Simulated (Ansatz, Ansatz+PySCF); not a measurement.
```yaml
atoms:
  - { symbol: S, position_ang: [0.0000, 0.0000, 0.0000] }
  - { symbol: F, position_ang: [1.4542, 0.0000, 0.0000] }
  - { symbol: F, position_ang: [-1.4542, 0.0000, 0.0000] }
  - { symbol: F, position_ang: [0.0000, 1.4542, 0.0000] }
  - { symbol: F, position_ang: [0.0000, -1.4542, 0.0000] }
  - { symbol: F, position_ang: [0.0000, 0.0000, 1.4542] }
  - { symbol: F, position_ang: [0.0000, 0.0000, -1.4542] }
```

RHF on singlet SF6 was run in several spherical basis sets with Ansatz (development build ahead of 0.2.0). Caution for RHF: no unrestricted run beside it, a lower state can exist.

(1) Rank the basis sets by the total energy that they give, lowest first, with the distance from the lowest.
A. cc-pVDZ
B. def2-SVP
C. 6-31G(d)

Answers

(1) A (0.00 eV), C (0.12 eV), B (16.45 eV).

Totals follow the description of the cores as much as that of the bonds, so this order isn't one of quality for chemistry.
